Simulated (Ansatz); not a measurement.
Stepwise reaction of `[OH][SnH2][OH]` with water, as a gas-phase model of exchange steps in deposition or etching. ΔE in kJ/mol; ΔG adds harmonic PBE0-D4 terms to CCSD(T)/CBS, at 1 bar.

Gas-phase electronic energies from Ansatz, PBE0-D4/def2-TZVP geometries. CCSD(T)/CBS is the MP2 limit (def2-TZVPP, def2-QZVPP) plus CCSD(T) − MP2 in def2-TZVPP, frozen cores. This one scheme is used for every species. Functionals use def2-TZVPP. B3LYP here is the variant with VWN-RPA as its local correlation; programs differ in this. Elements past krypton have def2 core potentials. For Sn outer-core shells are correlated without core-valence functions, which leaves a few kJ/mol of doubt a bond. Each species was taken in one conformer, which may not be the lowest.

```csv
step,reaction,PBE-D4,B3LYP-D4,ωB97M-V,CCSD(T)/CBS,ΔG(400 K)
1,`[OH][SnH2][OH]` + H₂O → `[OH][SnH]([OH])[OH]` + H₂,-12.3,-12.4,-10.7,-14.8,-16.1
2,`[OH][SnH]([OH])[OH]` + H₂O → `[OH][Sn]([OH])([OH])[OH]` + H₂,-4.4,-4.3,-2.0,-6.3,-6.0
```

Q: By hand: ΔE of the 2 steps together at CCSD(T)/CBS.

A: (-14.8) + (-6.3) = -21.1 kJ/mol, or -10.6 kJ/mol a step.

In ΔE each step is higher than the one before. All are downhill at CCSD(T)/CBS. ΔG lies between -16.1 and -6.0 kJ/mol a step. PBE-D4 differs from CCSD(T)/CBS by 1.9 to 2.5 kJ/mol a step. Isolated molecules leave out the surface, adducts and barriers. Largest T1 diagnostic: 0.015.
